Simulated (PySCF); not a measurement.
Excitations are Tamm–Dancoff values on a coarser integration grid. The basis has no diffuse functions, so Rydberg states are missing or too high.

## C4H7N, SMILES `C#CN(C)C` (charge 0, multiplicity 1)

These are PBE-D3(BJ)/def2-TZVP run with PySCF values and carry that method's errors.

```
Item                                                                Value
-------------------------------------------  ----------------------------
HOMO                                                             -4.82 eV
dipole moment                                                      1.79 D
LUMO                                                              0.19 eV
HOMO–LUMO gap                                                     5.01 eV
S1 excitation (TDA)                                               5.07 eV
S1 oscillator strength                                              0.000
brightest of the four lowest singlets (TDA)                       6.28 eV
T1 excitation (TDA)                                               4.74 eV
S1–T1 gap (TDA)                                                   0.33 eV
total energy                                                 -211.1044 Ha
cost                                         very roughly 80 core-seconds
```

```xyz
12

C      2.4343    -0.0390    -0.5955
C      1.2213     0.0000    -0.5088
N     -0.1177     0.0463    -0.4388
C     -0.8032    -1.2095    -0.1405
C     -0.7019     1.2352     0.1787
H      3.4955    -0.0667    -0.7198
H     -0.7401    -1.4768     0.9319
H     -1.8627    -1.1142    -0.4185
H     -0.3529    -2.0155    -0.7316
H     -0.6287     1.2127     1.2830
H     -0.1813     2.1264    -0.1909
H     -1.7626     1.3009    -0.1032
```
